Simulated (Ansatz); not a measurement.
Total energies of the cluster Cd₅O₅ (the lowest singlet isomer of a short search) from Ansatz at PBE0-D4/def2-SVP, gas phase (1 Eh = 27.2114 eV = 2625.5 kJ/mol). The reference geometry is relaxed at PBE0-D4/def2-SVP.

```xyz
10

Cd   -3.127   -1.911    0.409
Cd   -0.440   -2.811   -0.078
Cd   -0.789    1.707    0.385
Cd    1.635   -1.233   -0.760
Cd    1.674    1.830   -1.336
O    -0.617   -0.721    1.593
O     2.749    0.201   -1.670
O     0.485   -0.124    0.986
O     0.206    3.042   -0.723
O    -1.776    0.019    1.195
```

```csv
state,geometry,energy (Eh)
charge 0 singlet,reference,-1213.91501
charge 1 doublet,reference,-1213.64090
charge -1 doublet,reference,-1213.97951
free Cd atom (singlet),–,-167.73406
free O atom (triplet),–,-74.92490
```

In the def2 sets Cd takes a core potential; there is no spin–orbit coupling. The structure holds 2 bonds between oxygen atoms, so isomers without such links may lie far lower.

Work out the vertical ionisation energy to the doublet.

E(charge 1 doublet) − E(charge 0 singlet) = -1213.64090 − (-1213.91501) = 0.27411 Eh = 7.46 eV. For comparison, −ε of the highest occupied level is 5.98 eV at this level, 1.48 eV less.

Work out the vertical electron affinity, to the doublet.

E(charge 0 singlet) − E(charge -1 doublet) = -1213.91501 − (-1213.97951) = 0.06450 Eh = 1.76 eV. The basis lacks diffuse functions, which makes affinities too small.

Give the fundamental gap IE − EA, the Mulliken electronegativity (IE + EA)/2 and the hardness (IE − EA)/2.

From the values in Eh: IE − EA = 0.27411 − 0.06450 = 0.20961 Eh = 5.70 eV; (IE + EA)/2 = 4.61 eV; (IE − EA)/2 = 2.85 eV. The HOMO–LUMO gap of the same run is 2.96 eV, 2.74 eV smaller than the fundamental gap.

What is the binding energy per atom against free atoms?

Atoms: 5 × (-167.73406) + 5 × (-74.92490) = -1213.29480 Eh. Binding: -1213.29480 − (-1213.91501) = 0.62021 Eh = 16.88 eV, or 1.69 eV for each of 10 atoms (no zero-point energy, no counterpoise term).

The restricted singlet is unstable towards broken spin symmetry in Hartree–Fock (as tested in another run); at PBE0-D4/def2-SVP this wasn't settled.  

The structure comes from a short search, and lower isomers may exist.
